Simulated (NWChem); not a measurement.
Species: trichloroethylene (C₂HCl₃); SMILES ClC=C(Cl)Cl

```xyz
6

Cl    -0.3741    -2.2494     0.0000
C     -0.9253    -0.6317     0.0000
C     -0.1085     0.4302     0.0000
Cl     1.5989     0.3132     0.0000
Cl    -0.7544     2.0255     0.0000
H     -2.0077    -0.4963     0.0000
```
Atoms are numbered in this order, from 1.

Level: PBE0/def2-SVP (NWChem), optimised geometry, unscaled harmonic frequencies. 

Problem. List the harmonic frequencies with IR intensities, and the thermochemistry.

Solution. 
```json
[
 {"frequency (cm⁻¹)": "170", "IR intensity (km/mol)": "0.9"},
 {"frequency (cm⁻¹)": "209", "IR intensity (km/mol)": "0.3"},
 {"frequency (cm⁻¹)": "281", "IR intensity (km/mol)": "0.3"},
 {"frequency (cm⁻¹)": "397", "IR intensity (km/mol)": "0.1"},
 {"frequency (cm⁻¹)": "476", "IR intensity (km/mol)": "3.7"},
 {"frequency (cm⁻¹)": "652", "IR intensity (km/mol)": "15.6"},
 {"frequency (cm⁻¹)": "802", "IR intensity (km/mol)": "26.6"},
 {"frequency (cm⁻¹)": "878", "IR intensity (km/mol)": "109.6"},
 {"frequency (cm⁻¹)": "962", "IR intensity (km/mol)": "103.9"},
 {"frequency (cm⁻¹)": "1247", "IR intensity (km/mol)": "9.7"},
 {"frequency (cm⁻¹)": "1682", "IR intensity (km/mol)": "15.2"},
 {"frequency (cm⁻¹)": "3253", "IR intensity (km/mol)": "13.8"}
]
```

```
Quantity                                                                           Result
-----------------------------------------------------------------------  ----------------
zero-point energy                                                           15.7 kcal/mol
thermal correction to the enthalpy at 298.15 K (with zero-point energy)     19.7 kcal/mol
heat capacity Cv                                                         16.9 cal/(mol K)
entropy at 298.15 K and 1 atm (symmetry number 1)                        77.3 cal/(mol K)
dipole moment                                                                      0.84 D
```

Rigid rotor and harmonic oscillator.
